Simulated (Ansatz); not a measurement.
Program: Ansatz. Geometries: PBE0-D4/def2-TZVP. ΔE: electronic, gas phase. CCSD(T)/CBS is the MP2 limit (def2-TZVPP, def2-QZVPP) plus CCSD(T) − MP2 in def2-TZVPP, frozen cores. This one scheme is used for every species. Functionals use def2-TZVPP. B3LYP here is the variant with VWN-RPA as its local correlation; programs differ in this. HSE06 is defined as in plane-wave codes. No spin–orbit coupling; open shells (•) take unrestricted orbitals. Each species was taken in one conformer, which may not be the lowest.

`C[SiH](F)[SiH2]O` → `C[SiH]F`• + `O[SiH2]`•  (homolysis of the Si–Si bond)

```
             level  ΔE (kJ/mol)  difference from CCSD(T)/CBS
       LDA (SPW92)        350.0                         14.1
            PBE-D4        313.7                        -22.2
         revPBE-D4        305.1                        -30.8
           BLYP-D4        305.4                        -30.5
            B97M-V        329.9                         -6.0
           PBE0-D4        319.2                        -16.7
          B3LYP-D4        315.4                        -20.5
        r2SCANh-D4        306.9                        -29.0
        r2SCAN0-D4        308.1                        -27.8
          HSE06-D4        319.0                        -16.9
          BHLYP-D4        321.6                        -14.3
      CAM-B3LYP-D4        319.2                        -16.7
           ωB97X-V        337.8                          1.9
           ωB97M-V        335.9                          0.0
            B2PLYP        312.9                        -23.0
          PBE-QIDH        323.7                        -12.2
               PBE        304.8                        -31.1
            revPBE        288.0                        -47.9
              BLYP        288.1                        -47.8
            r2SCAN        303.4                        -32.5
              PBE0        311.2                        -24.7
             B3LYP        301.3                        -34.6
           r2SCANh        304.0                        -31.9
           r2SCAN0        305.0                        -30.9
             HSE06        311.3                        -24.6
         CAM-B3LYP        310.6                        -25.3
           LC-ωPBE        312.9                        -23.0
RPA@PBE/def2-TZVPP        310.1                        -25.8
       HF/def2-SVP        248.2                        -87.7
     CCSD/def2-SVP        309.1                        -26.8
  CCSD(T)/def2-SVP        312.8                        -23.1
     HF/def2-TZVPP        240.9                        -95.0
    MP2/def2-TZVPP        324.0                        -11.9
SCS-MP2/def2-TZVPP        327.3                         -8.6
   CCSD/def2-TZVPP        320.3                        -15.6
CCSD(T)/def2-TZVPP        325.6                        -10.3
     HF/def2-QZVPP        238.9                        -97.0
SCS-MP2/def2-QZVPP        333.6                         -2.3
     MP2/CBS(def2)        334.2                         -1.7
    CCSD/CBS(def2)        330.6                         -5.3
       CCSD(T)/CBS        335.9                            0
```

Largest T1 diagnostic among the species: 0.015.

From PBE to PBE0 (25 % exact exchange), in def2-TZVPP and without D4, ΔE moves by +6.4 kJ/mol. Leaving LDA and LC-ωPBE aside and taking each functional with its dispersion term where it has one, the values spread over 32.7 kJ/mol, from revPBE-D4 to ωB97X-V. LDA lies +45.2 kJ/mol from PBE without D4, its usual overbinding.
